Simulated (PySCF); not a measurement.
A structure optimised at TPSSh-D3(BJ)/def2-TZVPD, used in a PySCF frequency run:

```
P
O 1 1.4880
H 1 1.4621 2 104.24
```

### Question
Write its SMILES, formula and point group.

### Answer
O=P, HOP, Cs

### Question
What are its rotational constants (standard atomic weights)?

### Answer
263.83, 20.913, 19.377 GHz
